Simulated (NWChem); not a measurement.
Program: NWChem. System: H2B (+1), charge 1, spin multiplicity 1, at a geometry optimised with B3LYP/def2-SVP. The structure started from a generated list of species.

Job file:

```
start mol
memory heap 200 mb stack 900 mb global 1100 mb
charge 1
geometry units angstroms nocenter noautoz noautosym
  B      0.000000     0.000000     0.000000
  H      0.000000     0.000000    -1.192705
  H      0.000000     0.000000     1.192705
end
basis spherical
  * library def2-svp
end
dft
  xc xpbe96 cpbe96
  semidirect memsize 60000000 filesize 0
  iterations 100
  convergence nolevelshifting
  cdft 1 1 charge -0.3 pop lowdin
end
task dft energy
```

The output up to the point where the run's verdict is printed (cleaned and shortened):

```
             Northwest Computational Chemistry Package (NWChem) 7.3.0
             --------------------------------------------------------

                                NWChem Input Module
                                -------------------

 Scaling coordinates for geometry "geometry" by  1.889725989
 (inverse scale =  0.529177249)

                             Geometry "geometry" -> ""
                             -------------------------

 Output coordinates in angstroms (scale by  1.889725989 to convert to a.u.)

  No.       Tag          Charge          X              Y              Z
 ---- ---------------- ---------- -------------- -------------- --------------
    1 B                    5.0000     0.00000000     0.00000000     0.00000000
    2 H                    1.0000     0.00000000     0.00000000    -1.19270500
    3 H                    1.0000     0.00000000     0.00000000     1.19270500

 Effective nuclear repulsion energy (a.u.)       4.6586214651

            Nuclear Dipole moment (a.u.)
            ----------------------------
        X                 Y               Z
 ---------------- ---------------- ----------------
     0.0000000000     0.0000000000     0.0000000000


 Summary of "ao basis" -> "" (spherical)
 ------------------------------------------------------------------------------
       Tag                 Description            Shells   Functions and Types
 ---------------- ------------------------------  ------  ---------------------
 *                          def2-svp                  on all atoms

  pbe96 is a nonlocal functional; adding pw91lda local functional.

                                 NWChem DFT Module
                                 -----------------

 Summary of "ao basis" -> "ao basis" (spherical)
 ------------------------------------------------------------------------------
       Tag                 Description            Shells   Functions and Types
 ---------------- ------------------------------  ------  ---------------------
 B                          def2-svp                 6       14   3s2p1d
 H                          def2-svp                 3        5   2s1p
[...]
   time(s): 0.00e+00  0.00e+00  0.00e+00  0.00e+00  0.00e+00
rate(mb/s): 0.00e+00  0.00e+00
------------------------------------------------------------

  degenerate evals                     3                    4  -2.1713983948553275       -2.1713983948110576        5.3870144649573289E-014
  degenerate evals                     3                    4  -1.3015965183226124       -1.3015965182790705        1.0397859408568235E-013
  degenerate evals                     3                    4  -1.2967249052001248       -1.2967249051565848       -1.0380935148190264E-013
  degenerate evals                     3                    4  -1.2711977324918007       -1.2711977324482964        1.0618136773743756E-013
  degenerate evals                     3                    4  -1.2680073806388359       -1.2680073805953340       -1.0411066014883237E-013
  degenerate evals                     3                    4  -1.2664122506712165       -1.2664122506277158       -7.7924948892643689E-014
  degenerate evals                     3                    4  -1.2660134729768702       -1.2660134729333692        1.4460778578228705E-013
  degenerate evals                     3                    4  -1.2658140848499873       -1.2658140848064809        1.8078060975501623E-009
  degenerate evals                     3                    4  -1.2658125271321483       -1.2658125270886358        1.5248853583277600E-008
  degenerate evals                     3                    4  -1.2658117482736584       -1.2658117482298696       -6.6487208845911404E-006
  degenerate evals                     3                    4  -1.2658117239350590       -1.2658117238907816       -4.6307922669003364E-005
  degenerate evals                     3                    4  -1.2658117117710010       -1.2658117117228589        1.3744902815458280E-003
  degenerate evals                     3                    5  -1.2658117117710010       -1.2658117112456972        2.1867205630695299E-002
  degenerate evals                     3                    4  -1.2658117063475256       -1.2658117056745615       -1.5583058938599530E-002
  degenerate evals                     3                    5  -1.2658117063475256       -1.2658117056339948        1.0224990706891189E-002
  degenerate evals                     3                    4  -1.2658117088349270       -1.2658117086998597       -5.1112294813727463E-002
  degenerate evals                     3                    5  -1.2658117088349270       -1.2658117086630338       -6.2356371012032584E-002
  degenerate evals                     3                    4  -1.2658117075809010       -1.2658117071924129       -2.5868059937510554E-002
  degenerate evals                     3                    5  -1.2658117075809010       -1.2658117071536337        1.8459120662546402E-002
  degenerate evals                     3                    4  -1.2658117082016271       -1.2658117079488906        3.7083305801045435E-002
  degenerate evals                     3                    5  -1.2658117082016271       -1.2658117079118629        2.9949035729618025E-002
  degenerate evals                     3                    4  -1.2658117085153548       -1.2658117083254086        4.5148313986652304E-002
  degenerate evals                     3                    5  -1.2658117085153548       -1.2658117082893363       -4.1855281329458267E-002
  degenerate evals                     3                    4  -1.2658117083580245       -1.2658117081373628       -4.0978048401028727E-002
  degenerate evals                     3                    5  -1.2658117083580245       -1.2658117081008540       -3.5071763127087097E-002
  degenerate evals                     3                    4  -1.2658117082797304       -1.2658117080431708        3.8980064919486322E-002
  degenerate evals                     3                    5  -1.2658117082797304       -1.2658117080064060        3.2334707178285335E-002
```

The program stopped with an error. NWChem stopped with the message: CDFT: Unable to improve the multipliers.
